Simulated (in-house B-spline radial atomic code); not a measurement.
Values are calculated unless marked as measured or tabulated.
Making a Troullier-Martins p channel for Ni, r_c = 0.49 bohr

Ni, [Ar] 3d8 4s2, non-relativistic LDA (VWN5), spherical and spin-unpolarised, from a B-spline radial code for spherical atoms (atomic units). The all-electron 3p level is ε = -2.594159 hartree, its outermost node lies just inside 0.28 bohr and its outer maximum at 0.65 bohr.

Inside r_c the pseudo-orbital is u(r) = r^2 exp(p(r)), with p = c0 + c2 r² + c4 r⁴ + … + c12 r¹². The seven coefficients follow from p and its first four derivatives at r_c, from zero curvature of the screened potential at the origin, c4 = −c2²/(2l + 5), and from the norm inside r_c. At r_c the all-electron orbital has P = 1.038537, P' = 2.511339, the screened potential V = -16.74195, V' = 66.74501, V'' = -344.9394, and the norm inside is Q = 0.1497444.

**Question.** What are p, p' and p'' at r_c?

**Answer.** p = ln(P/r_c^2) = ln(1.038537/0.2401) = 1.46451. p' = P'/P − 2/r_c = 2.41815 − 4.08163 = -1.66348. The radial equation gives p'' = 2(V − ε) − 2(2) p'/r_c − p'² = -28.29558 − (-13.57944) − 2.76717 = -17.48331. Differentiating, p''' = 2V' + 2(2)p'/r_c² − 2(2)p''/r_c − 2p'p'' = 190.33, and p'''' = 2V'' − 4(2)p'/r_c³ + 4(2)p''/r_c² − 2(2)p'''/r_c − 2p''² − 2p'p''' = -2691.1.

For a trial c2 the five matching conditions are linear in c0, c6, c8, c10 and c12, and c2 is varied until the norm inside r_c equals Q. The root nearest zero gives:

| n | c_n |
| --- | --- |
| 0 | 3.198395 |
| 2 | -20.05573 |
| 4 | -57.46177 |
| 6 | 2054.194 |
| 8 | -12536.42 |
| 10 | 31779.7 |
| 12 | -29930.74 |

**Question.** Check c4 and p(r_c), and find the screened pseudopotential at the origin.

**Answer.** −c2²/7 = -57.4618, as listed. The terms c_n r_c^n are 3.19839, -4.81538, -3.31256, 28.43269, -41.66220, 25.35774, -5.73417, which sum to 1.46451. Inverting the radial equation, V_l(r) = ε + 2 p'/r + (p'' + p'²)/2, so V_l(0) = ε + (2l + 3) c2 = -2.594159 + 5 × (-20.0557) = -102.8728 hartree, finite where the all-electron potential diverges.

Orbitals and screened potentials:

| r (bohr) | P | u | V all-electron | V pseudo |
| --- | --- | --- | --- | --- |
| 0.049 | -0.2945 | 0.05603 | -476.3 | -102.5 |
| 0.122 | -0.6397 | 0.2687 | -152.7 | -91.7 |
| 0.196 | -0.4604 | 0.4385 | -78.25 | -54.34 |
| 0.27 | -0.02133 | 0.5041 | -47.81 | -10.05 |
| 0.343 | 0.4309 | 0.5967 | -32.13 | 9.91 |
| 0.416 | 0.793 | 0.8055 | -22.82 | -5.126 |
| 0.49 | 1.039 | 1.039 | -16.74 | -16.74 |

Logarithmic derivatives P'/P at R = 0.79 bohr, for energies E around ε:

| E − ε (hartree) | all-electron | pseudo |
| --- | --- | --- |
| -0.5 | -0.457432 | -0.458449 |
| -0.25 | -0.658918 | -0.659195 |
| -0.1 | -0.784925 | -0.784971 |
| 0 | -0.871201 | -0.871201 |
| 0.1 | -0.959379 | -0.959429 |
| 0.25 | -1.09538 | -1.09571 |
| 0.5 | -1.33271 | -1.33417 |

**Question.** With P(R) = 1.137134 and a norm of 0.5638732 inside R, what slope in energy does norm conservation fix?

**Answer.** d(P'/P)/dE = −2 × (norm inside R)/P(R)² = -0.8721 per hartree·bohr at E = ε, for both atoms, since orbital and norm agree at R. Differences over ±0.1 hartree give -0.8723 (all-electron) and -0.8723 (pseudo), which also hold third-order terms. Half a hartree below ε the two curves differ by -0.0010.
